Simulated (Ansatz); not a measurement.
Basis sets compared for (HCd-mu-F)2 (Cd2H2F2). The state is a singlet with charge 0. Geometry PBE0-D4/def2-SVP. Ansatz on 4 threads of Arm Neoverse V1 on a shared host; times are rough, and most runs start from earlier orbitals.

```xyz
6

Cd    1.3112    0.8993   -0.5745
H     2.5941    1.7847   -1.1360
F     0.5899   -0.1266    1.1482
Cd   -1.3110   -0.8999    0.5740
H    -2.5974   -1.7780    1.1389
F    -0.5868    0.1205   -1.1507
```

In the def2 sets Cd takes a core potential, while STO-3G treats all electrons; there is no spin–orbit coupling.

STO-3G and 6-31G are all-electron sets without relativity, so their totals don't compare with the def2 sets.

Binding counts from free atoms (Cd singlet, H doublet, F doublet) in the same basis, without a counterpoise term.

```csv
level,functions,energy (Eh),HOMO (eV),LUMO (eV),binding per atom (eV),wall time
HF/STO-3G,66,-11020.5351,-7.27,9.04,–,0.6 s
PBE-D4/def2-SVP,100,-536.0509,-7.29,-1.85,2.18,1 s
PBE0-D4/def2-SVP,100,-536.0338,-8.46,-0.95,2.12,1.6 s
```

Estimate the rows for HF/def2-TZVP, PBE-D4/def2-TZVP, PBE0-D4/def2-TZVP.


```json
{"level": "HF/def2-TZVP", "functions": "154", "energy (Eh)": "-533.9136", "HOMO (eV)": "-11.25", "LUMO (eV)": "1.57", "binding per atom (eV)": "1.46", "wall time": "1.4 s"}
{"level": "PBE-D4/def2-TZVP", "functions": "154", "energy (Eh)": "-536.3811", "HOMO (eV)": "-7.40", "LUMO (eV)": "-2.03", "binding per atom (eV)": "2.11", "wall time": "1.4 s"}
{"level": "PBE0-D4/def2-TZVP", "functions": "154", "energy (Eh)": "-536.3585", "HOMO (eV)": "-8.56", "LUMO (eV)": "-1.14", "binding per atom (eV)": "2.06", "wall time": "2 s"}
```
